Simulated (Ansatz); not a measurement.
Consider the formal hydrolysis of a C–Si bond: `FC([SiH3])[TeH]` + H₂O → `OC(F)[TeH]` + SiH₄.

Computed with Ansatz on PBE0-D4/def2-TZVP structures; ΔE is electronic, products minus reactants. CCSD(T)/CBS adds triple-zeta CCSD(T) − MP2 to the extrapolated MP2 energy (def2 sets, frozen cores). This one scheme is used for every species. DFT in def2-TZVPP. B3LYP here is the variant with VWN-RPA as its local correlation; programs differ in this. Elements past krypton have def2 core potentials. For Te outer-core shells are correlated without core-valence functions, which leaves a few kJ/mol of doubt a bond. Each species was taken in one conformer, which may not be the lowest.

`FC([SiH3])[TeH]`:

```xyz
9

F     1.426   -1.209    0.191
C     0.169   -0.640    0.080
Si    0.254    1.041   -0.794
Te   -0.756   -0.373    2.005
H    -0.475   -1.340   -0.458
H    -1.112    1.392   -1.254
H     1.181    0.950   -1.951
H     0.747    2.065    0.164
H    -1.434   -1.887    2.018
```

H₂O:

```xyz
3

O    -0.025   -0.379   -0.086
H     0.671    0.233   -0.337
H    -0.646    0.146    0.423
```

`OC(F)[TeH]`:

```xyz
7

O     0.478   -1.349    0.592
C    -0.161   -0.157    0.457
F    -1.386   -0.309   -0.133
Te    1.019    1.236   -0.761
H     0.691   -1.695   -0.283
H    -0.311    0.259    1.451
H    -0.330    2.015   -1.323
```

SiH₄:

Cartesian coordinates in Å:
```
Si 0.000 0.000 0.000
H 1.076 -0.570 0.849
H -1.308 -0.162 0.684
H -0.031 -0.711 -1.303
H 0.263 1.443 -0.229
```

Question: Is it downhill or uphill in electronic energy at CCSD(T)/CBS, and by how much? (An estimate is asked.)

Answer: Ansatz gave: Uphill: ΔE = +9.7 kcal/mol.

Question: What do these levels give: BLYP-D4, PBE0-D4, r2SCANh-D4, r2SCAN0-D4, CAM-B3LYP-D4, PBE-QIDH, B3LYP, r2SCANh, CCSD(T)/def2-SVP, SCS-MP2/def2-TZVPP, CCSD/def2-TZVPP, SCS-MP2/def2-QZVPP? (Estimate.)

Answer: The calculation gave: BLYP-D4 6.0, PBE0-D4 6.8, r2SCANh-D4 5.9, r2SCAN0-D4 6.2, CAM-B3LYP-D4 5.4, PBE-QIDH 7.3, B3LYP 4.6, r2SCANh 5.6, CCSD(T)/def2-SVP -0.2, SCS-MP2/def2-TZVPP 7.7, CCSD/def2-TZVPP 7.2, SCS-MP2/def2-QZVPP 9.2 kcal/mol.

Largest T1 diagnostic among the species: 0.012.

At CCSD(T), def2-SVP lies −10.0 kcal/mol from the extrapolated value and def2-TZVPP −2.4 kcal/mol. The D4 term adds +1.7 kcal/mol with B3LYP and +1.0 kcal/mol with PBE0; it sums over pairs of atoms, weighted by their polarisabilities, and B3LYP, whose exchange is more repulsive, gets the larger term.
